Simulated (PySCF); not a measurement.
**Static response to an electric field**

Compound: C3H9NSi.
Cartesian coordinates in Å at the PBE0-D3(BJ)/def2-SVP level; atoms count from 1:
```
atom  x, y, z in Å
C1    -0.3000   -1.1362    0.3701
C2     1.1473   -0.6477    0.2826
N3     1.0976    0.8026    0.3302
Si4   -0.3911    1.4675   -0.2666
C5    -1.1818   -0.2342   -0.5069
H6    -0.3754   -2.1985    0.0869
H7    -0.6314   -1.0568    1.4193
H8     1.7390   -1.0560    1.1208
H9     1.6149   -1.0285   -0.6505
H10    1.9820    1.2856    0.4123
H11   -0.2741    2.2498   -1.5428
H12   -1.0890    2.3626    0.7134
H13   -2.2472   -0.2997   -0.2418
H14   -1.0922   -0.5117   -1.5712
```

Level: PBE0/def2-SVPD (PySCF), static field, nuclei fixed, core orbitals frozen in the response. The polarisability tensor in these axes (au):

```
x   68.05 -2.75  2.37
y   -2.75 76.64 -2.52
z    2.37 -2.52 62.37
```

**Question.** Give the principal values, the mean and the anisotropy Δα = √{½[(α1 − α2)² + (α2 − α3)² + (α1 − α3)²]}.

**Answer.** Principal values 61.36, 67.64 and 78.06 au; mean 69.02 au = 10.23 Å³ = 11.38 × 10⁻⁴⁰ C²·m²/J; Δα = 14.61 au (21 % of the mean).

**Question.** What is the dipole moment, and where does it point?

**Answer.** (0.60, -0.74, -0.05) D, 0.95 D in size, pointing from the negative to the positive side. Measured along this direction, the outermost atoms are H12 at the negative end and H8 and H9 at the positive end.

**Question.** Directions of the eigenvectors, and the extent of the frame along each?

**Answer.** Largest value along (-0.30, 0.93, -0.20), where the nuclei span 4.44 Å; middle along (0.91, 0.34, 0.24), 4.54 Å; least along (-0.29, 0.10, 0.95), 2.65 Å. 

**Question.** Traceless (Buckingham) quadrupole moment about the centre of nuclear charge: eigenvalues?

**Answer.** -2.55, -1.97, 4.52 D·Å. The values depend on the origin, since the dipole doesn't vanish. The electronic extent ⟨r²⟩ about the same centre is 521 bohr², a root-mean-square distance of 1.74 Å for the 48 electrons.

**Question.** In TDDFT the mean static polarisability is Σ f/ω² over all singlet excitations (ω in hartree). How much of it do the 10 lowest give? Their energies (eV) and oscillator strengths: 5.75, 0.0037; 5.99, 0.0112; 6.88, 0.0022; 7.01, 0.0011; 7.19, 0.0003; 7.42, 0.0372; 7.49, 0.0076; 7.77, 0.0302; 7.82, 0.0672; 7.90, 0.0905.

**Answer.** They add up to 3.23 au, 4.7 % of the 69.02 au; the largest single term is 1.07 au, from the state at 7.90 eV. Terms in order: 0.08, 0.23, 0.03, 0.02, 0.00, 0.50, 0.10, 0.37, 0.81, 1.07 au. Higher excitations give the rest. The strengths listed sum to 0.251.

Geometry: PBE0-D3(BJ)/def2-SVP, one conformer, isolated molecule.
